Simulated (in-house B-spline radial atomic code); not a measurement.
Response of Ba IX (Ba8+) as one setting changes: the share of exact exchange in a PBE hybrid. A dash marks a strongly mixed or unbound state. Computed with a B-spline radial code for spherical atoms: linear response of the closed shell [Kr] 4d10 5s2 with the functional's adiabatic kernel; scalar-relativistic (spin-free one-electron X2C), finite nucleus, no spin-orbit coupling, no double excitations, S, P, D and F terms only; shells from n = 3 respond. Only terms of natural parity with L up to 3 were computed.

Spin-orbit coupling is strong here, so these LS terms don't match observed levels.

| share of exact exchange in a PBE hybrid | lowest 1P (eV) | lowest 3P, Tamm-Dancoff (eV) | minus highest occupied level (eV) | α (bohr³) |
| --- | --- | --- | --- | --- |
| 0 | 5s → 5p 22.042 | 5s → 5p 17.206 | 124.45 | 3.04 |
| 0.1 | 5s → 5p 21.878 | 5s → 5p 17.012 | 124.98 | 3.079 |
| 0.2 | 5s → 5p 21.712 | 5s → 5p 16.819 | 125.51 | 3.121 |
| 0.3 | 5s → 5p 21.545 | 5s → 5p 16.625 | 126.04 | 3.163 |
| 0.4 | 5s → 5p 21.376 | 5s → 5p 16.432 | 126.57 | 3.207 |
| 0.5 | ? | ? | ? | ? |
| 0.6 | 5s → 5p 21.034 | 5s → 5p 16.046 | 127.63 | 3.299 |
| 0.7 | ? | ? | ? | ? |
| 0.8 | 5s → 5p 20.684 | 5s → 5p 15.660 | 128.68 | 3.398 |
| 0.9 | 5s → 5p 20.507 | 5s → 5p 15.468 | 129.20 | 3.45 |
| 1 | 5s → 5p 20.328 | 5s → 5p 15.275 | 129.72 | 3.504 |

Question: What belongs in the row for 0.7?

Answer: lowest 1P (eV): 5s → 5p 20.860; lowest 3P, Tamm-Dancoff (eV): 5s → 5p 15.853; minus highest occupied level (eV): 128.15; α (bohr³): 3.348.

Question: What belongs in the row for 0.5?

Answer: lowest 1P (eV): 5s → 5p 21.206; lowest 3P, Tamm-Dancoff (eV): 5s → 5p 16.239; minus highest occupied level (eV): 127.10; α (bohr³): 3.252.
